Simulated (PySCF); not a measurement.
Electron correlation in Cr (chromium, neutral)

[Ar] 3d5 4s1, high-spin 7S determinant. Calculation: PySCF 2.14, in def2-QZVPPD; the non-relativistic Hamiltonian (point nucleus). Frozen: [Ar]; 6 electrons correlated.

```csv
level,correlation energy (mhartree)
CCSD,-104.02
(T),-3.13
CCSD(T),-107.15
```

Diagnostics: T1 = 0.019, D1 = 0.0400, largest double amplitude 0.024.

Cost of the coupled-cluster step: about 10 core-seconds, for 6 correlated electrons.
